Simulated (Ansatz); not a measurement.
HKO, singlet, geometry from GFN2-xTB (such geometries of metal compounds can be far from the true shape); WB97M-V/def2-TZVP in Ansatz (a first-principles code).

The Ansatz input:
Ansatz 0.2 input:
```yaml
crystal:
  periodic: [false, false, false]
  atoms:
    - {symbol: K, position_ang: [-0.51599211, -0.25332463, -0.43505305]}
    - {symbol: O, position_ang: [1.04778559, 0.44431587, 0.88093051]}
    - {symbol: H, position_ang: [1.42156540, 1.25864102, 1.21856393]}
basis:
  gaussian:
    orbitals: def2-TZVP
hamiltonian:
  xc: {name: wB97M-V}
```

It wrote (shortened):

```
Functional definition: wB97M-V
520 factors; their error is unknown
149 factors; integrals over basis functions are off by at most 3.7e-5 eV
mean field evaluation 1: about -18380.4182 eV, gradient 6.5e1 eV
mean field evaluation 2: about -18321.0166 eV, gradient 1.4e2 eV
mean field evaluation 4: about -18387.8413 eV, gradient 3.4e0 eV
mean field evaluation 8: about -18387.8776 eV, gradient 1.7e-1 eV
mean field evaluation 16: about -18387.9268 eV, gradient 6.2e-5 eV
mean field -18387.92676770 eV, -675.7438449285 hartree, gradient 6.2e-5 eV, S^2 0.000000; 0 other end points of the search recorded, 0 dependent functions left out
reference -18387.92684016 eV, -675.7438475915 hartree; 14, 14 occupied and 56, 56 virtual orbitals, 520 factors
Total energy: -18387.92684016 eV, -675.7438475915 hartree
```
